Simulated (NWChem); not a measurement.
System: CHBFNO; SMILES B(F)N=C=O

Excerpt of the output:

```
             Northwest Computational Chemistry Package (NWChem) 7.3.0
             --------------------------------------------------------

 CS  symmetry detected

                             Geometry "geometry" -> ""
                             -------------------------

 Output coordinates in angstroms (scale by  1.889725989 to convert to a.u.)

  No.       Tag          Charge          X              Y              Z
 ---- ---------------- ---------- -------------- -------------- --------------
    1 B                    5.0000    -0.50917700    -1.23537062     0.00000000
    2 F                    9.0000     0.32965858    -2.26835593     0.00000000
    3 H                    1.0000    -1.70543667    -1.44487574     0.00000000
    4 N                    7.0000     0.03276482     0.07800051     0.00000000
    5 C                    6.0000     0.03444194     1.29200555     0.00000000
    6 O                    8.0000     0.10604864     2.46736192     0.00000000

 Effective nuclear repulsion energy (a.u.)     133.0294485953

      Symmetry information
      --------------------

 Group name             Cs
 Group number              2
 Group order               2
 No. of unique centers     6

                                 NWChem DFT Module
                                 -----------------

 Summary of "ao basis" -> "ao basis" (spherical)
 ------------------------------------------------------------------------------
       Tag                 Description            Shells   Functions and Types
 ---------------- ------------------------------  ------  ---------------------
 B                          6-31+g*                  8       18   4s3p1d
 F                          6-31+g*                  8       18   4s3p1d
 H                          6-31+g*                  2        2   2s
 N                          6-31+g*                  8       18   4s3p1d
 C                          6-31+g*                  8       18   4s3p1d
 O                          6-31+g*                  8       18   4s3p1d

      Symmetry analysis of basis
      --------------------------

        a'         67
        a"         25

            General Information
            -------------------
          SCF calculation type: DFT
          Wavefunction type:  closed shell.
          No. of atoms     :     6
          No. of electrons :    36
           Alpha electrons :    18
            Beta electrons :    18
          Charge           :     0
          Spin multiplicity:     1
          Use of symmetry is: off; symmetry adaption is: on
          Maximum number of iterations: 150
          AO basis - number of functions:    92
                     number of shells:    42
          Convergence on energy requested:  1.00D-06
          Convergence on density requested:  1.00D-05
          Convergence on gradient requested:  5.00D-04

              XC Information
              --------------
                     Hartree-Fock (Exact) Exchange  1.000
                   CAM-Becke88 Exchange Functional  1.000
                      VWN V Correlation Functional  0.190 local
              Lee-Yang-Parr Correlation Functional  0.810

           Range-Separation Parameters
           ---------------------------
           Alpha           :  0.19
           Beta            :  0.46
           Gamma           :  0.33
           Short-Range HF  :     F

             Grid Information
             ----------------
          Grid used for XC integration:  medium
          Radial quadrature: Mura-Knowles
          Angular quadrature: Lebedev.
          Tag              B.-S. Rad. Rad. Pts. Rad. Cut. Ang. Pts.
          ---              ---------- --------- --------- ---------
          B                   0.85       49          12.0       434
          F                   0.50       49          13.0       434
          H                   0.35       45          12.0       434
          N                   0.65       49          10.0       434
          C                   0.70       49          13.0       434
          O                   0.60       49          13.0       434
          Grid pruning is: on
          Number of quadrature shells:   290
          Spatial weights used:  Erf1

      Superposition of Atomic Density Guess
      -------------------------------------

 Sum of atomic energies:        -291.12226185

[...]

                                NWChem TDDFT Module
                                -------------------

            General Information
            -------------------
           No. of orbitals :     184
            Alpha orbitals :      92
             Beta orbitals :      92
        Alpha frozen cores :       0
         Beta frozen cores :       0
     Alpha frozen virtuals :       0
      Beta frozen virtuals :       0
         Spin multiplicity :       1
    Number of AO functions :      92
        Use of symmetry is : off
      Symmetry adaption is : on
         Schwarz screening :  0.10D-07

              XC Information
              --------------
              Hartree-Fock (Exact) Exchange   1.00
            CAM-Becke88 Exchange Functional   1.00
               VWN V Correlation Functional   0.19 local
       Lee-Yang-Parr Correlation Functional   0.81
           Alpha           :  0.19
           Beta            :  0.46
           Gamma           :  0.33

             TDDFT Information
             -----------------
          Calculation type : Tamm-Dancoff TDDFT
         Wavefunction type : Restricted singlets
          No. of electrons :      36
           Alpha electrons :      18
            Beta electrons :      18
              No. of roots :       8
          Max subspacesize :    5600
            Max iterations :     100
               Target root :       1
           Target symmetry : none
      Symmetry restriction : off
                 Algorithm : Optimal
        Davidson threshold :  0.10D-03

    8 smallest eigenvalue differences (eV)
--------------------------------------------------------
  No. Spin  Occ  Vir  Irrep   E(Occ)    E(Vir)   E(Diff)
--------------------------------------------------------
    1    1   18   19 a"       -0.390    -0.017    10.144
    2    1   17   19 a'       -0.409    -0.017    10.662
    3    1   18   20 a'       -0.390     0.014    10.978
    4    1   17   20 a"       -0.409     0.014    11.496
    5    1   18   21 a'       -0.390     0.040    11.680
    6    1   18   22 a'       -0.390     0.045    11.828
    7    1   18   23 a"       -0.390     0.050    11.955
    8    1   16   19 a"       -0.465    -0.017    12.181
--------------------------------------------------------

  Entering Davidson iterations
  Restricted singlet excited states

  Iter   NTrls   NConv    DeltaV     DeltaE      Time
  ----  ------  ------  ---------  ---------  ---------
    1      8       0     0.18E+00   0.10+100       28.0
    2     16       0     0.54E-01   0.33E-01       27.3
    3     24       0     0.88E-01   0.73E-02       27.6
    4     32       0     0.36E-01   0.14E-01       27.1
    5     40       1     0.63E-02   0.17E-02       19.9
    6     47       2     0.31E-02   0.10E-03       26.3
    7     53       3     0.11E-02   0.16E-04       20.7
    8     58       5     0.43E-03   0.18E-05       17.8
    9     61       7     0.15E-03   0.24E-06       17.6
   10     62       8     0.57E-04   0.29E-07       20.3
  ----  ------  ------  ---------  ---------  ---------
  Convergence criterion met

  Ground state a'       -293.371876931359 a.u.

  ----------------------------------------------------------------------------
  Root   1 singlet a"             0.216685473 a.u.                5.8963 eV
  ----------------------------------------------------------------------------
     Transition Moments    X -0.00000   Y  0.00000   Z  0.16948
     Dipole Oscillator Strength                    0.0041493046
     Electric Quadrupole                           0.0000000268
     Magnetic Dipole                               0.0000007941
     Total Oscillator Strength                     0.0041501254

     Occ.   16  a'  ---  Virt.   29  a"      -0.05282
     Occ.   18  a'  ---  Virt.   19  a"      -0.96697
     Occ.   18  a'  ---  Virt.   23  a"       0.20108
     Occ.   18  a'  ---  Virt.   27  a"      -0.07788
     Occ.   18  a'  ---  Virt.   29  a"       0.08023
  ----------------------------------------------------------------------------
  Root   2 singlet a'             0.257142517 a.u.                6.9972 eV
  ----------------------------------------------------------------------------
     Transition Moments    X -0.16980   Y -0.57402   Z -0.00000
     Dipole Oscillator Strength                    0.0614270171
     Electric Quadrupole                           0.0000000114
     Magnetic Dipole                               0.0000000109
     Total Oscillator Strength                     0.0614270394

     Occ.   16  a'  ---  Virt.   20  a'      -0.05592
     Occ.   16  a'  ---  Virt.   24  a'       0.05104
     Occ.   17  a"  ---  Virt.   19  a"      -0.77475
     Occ.   17  a"  ---  Virt.   23  a"       0.17329
     Occ.   17  a"  ---  Virt.   27  a"      -0.06843
     Occ.   17  a"  ---  Virt.   29  a"       0.11822
     Occ.   18  a'  ---  Virt.   20  a'       0.33618
     Occ.   18  a'  ---  Virt.   21  a'      -0.22893
     Occ.   18  a'  ---  Virt.   24  a'      -0.40171
     Occ.   18  a'  ---  Virt.   25  a'       0.06642
  ----------------------------------------------------------------------------
  Root   3 singlet a"             0.282393941 a.u.                7.6843 eV
  ----------------------------------------------------------------------------
     Transition Moments    X -0.00000   Y -0.00000   Z -0.18932
     Dipole Oscillator Strength                    0.0067479864
     Electric Quadrupole                           0.0000000330
     Magnetic Dipole                               0.0000001600
     Total Oscillator Strength                     0.0067481794

[...]
```

Level: CAM-B3LYP/6-31+G* (spherical d), TDA. Structure relaxed at the PBE-D3(BJ)/def2-SVP level.

Problem. Write an input that gives this output.

Solution. This is not unique; one that fits is the input that was run:
```
start job
memory heap 200 mb stack 900 mb global 1100 mb
geometry units angstroms noautoz
  B     -0.452350    -1.322339     0.000000
  F      0.441140    -2.308432     0.000000
  H     -1.635524    -1.596253     0.000000
  N      0.017747     0.018427     0.000000
  C     -0.046254     1.230745     0.000000
  O     -0.038337     2.408254     0.000000
end
basis spherical
  B library 6-31+g*
  F library 6-31+g*
  H library 6-31+g*
  N library 6-31+g*
  C library 6-31+g*
  O library 6-31+g*
end
dft
  xc xcamb88 1.00 lyp 0.81 vwn_5 0.19 hfexch 1.00
  cam 0.33 cam_alpha 0.19 cam_beta 0.46
  iterations 150
end
tddft
  cis
  nroots 8
  notriplet
end
task tddft energy
```
